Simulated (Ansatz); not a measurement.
Cost and result for the atomization energy of CH4AlBr, SMILES `[CH3][AlH][Br]` (7 atoms, 6 bonds).

The species carries charge 0 and has multiplicity 1. Correlated methods include outer-core shells of Br, which these sets cover unevenly. Scalar relativity is left out up to krypton. All single points use the PBE0-D4/def2-TZVP geometry. Program: Ansatz. Hardware: A = 2 threads of an AMD EPYC 7R13 on a shared host; B = 2 threads of an AMD EPYC 7R13 on a shared host and a share of an NVIDIA H100 80 GB. Times are those of one run each, without the atoms' runs, and a repeat can differ threefold. Electronic energies, without spin–orbit coupling; frozen cores. CCSD(T)/CBS adds CCSD(T) − MP2 in def2-TZVPP to the MP2 limit, and its time is that of the two runs behind it. T1 = 0.008. With those shells the extrapolation isn't a true limit. B3LYP takes the VWN-RPA correlation (the form of Gaussian; ORCA's B3LYP/G). HSE06 is the plane-wave form, built on full-range PBE exchange.

CCSD(T)/CBS is a level of theory with its own doubt, some kJ/mol a heavy atom from the limit and from the frozen cores, so smaller differences don't rank the functionals.

| level | functions | wall time |
| --- | --- | --- |
| LDA (SPW92)/def2-TZVPP [A] | 177 | 0.9 s |
| BLYP-D4/def2-TZVPP [A] | 177 | 1.4 s |
| revPBE-D4/def2-TZVPP [A] | 177 | 1.4 s |
| PBE-D4/def2-TZVPP (with forces) [A] | 177 | 1.7 s |
| CCSD(T)/def2-SVP [A] | 84 | 2 s |
| BHLYP-D4/def2-TZVPP [A] | 177 | 2 s |
| HSE06-D4/def2-TZVPP [A] | 177 | 2.2 s |
| B3LYP-D4/def2-TZVPP (with forces) [A] | 177 | 2.7 s |
| r2SCAN-D4/def2-TZVPP (with forces) [A] | 177 | 3.3 s |
| PBE-QIDH/def2-TZVPP [A] | 177 | 3.6 s |
| CCSD(T)/def2-TZVPP [B] | 177 | 3.7 s |
| CCSD(T)/def2-QZVPP [B] | 336 | 13 s |
| CCSD(T)/CBS(def2) | – | 17 s |

Task: What atomization energy does each give, and how far from CCSD(T)/CBS? (Best estimate.)

Result: The calculation gave: 
```csv
level,atomization (kcal/mol),difference from CCSD(T)/CBS,per bond
LDA (SPW92)/def2-TZVPP [A],598.9,55.8,9.3
BLYP-D4/def2-TZVPP [A],532.0,-11.1,-1.9
revPBE-D4/def2-TZVPP [A],530.3,-12.8,-2.1
PBE-D4/def2-TZVPP (with forces) [A],540.8,-2.3,-0.4
CCSD(T)/def2-SVP [A],514.3,-28.8,-4.8
BHLYP-D4/def2-TZVPP [A],530.4,-12.7,-2.1
HSE06-D4/def2-TZVPP [A],538.5,-4.6,-0.8
B3LYP-D4/def2-TZVPP (with forces) [A],537.7,-5.4,-0.9
r2SCAN-D4/def2-TZVPP (with forces) [A],543.6,0.5,0.1
PBE-QIDH/def2-TZVPP [A],538.4,-4.7,-0.8
CCSD(T)/def2-TZVPP [B],529.3,-13.8,-2.3
CCSD(T)/def2-QZVPP [B],537.1,-6.0,-1.0
CCSD(T)/CBS(def2),543.1,0.0,0.0
```

The D4 term adds +4.4 kcal/mol with B3LYP and +2.3 kcal/mol with PBE0; it sums over pairs of atoms, weighted by their polarisabilities, and B3LYP, whose exchange is more repulsive, gets the larger term. In def2-TZVPP, CCSD(T) changes the Hartree–Fock value by +111.5 kcal/mol (the triples alone add +5.8 kcal/mol) and MP2 by +116.3 kcal/mol; breaking electron pairs costs correlation energy, which Hartree–Fock lacks. From PBE to PBE0 (25 % exact exchange), in def2-TZVPP and without D4, the atomization energy moves by −2.2 kcal/mol: exact exchange takes away binding that semilocal exchange gives to molecules.
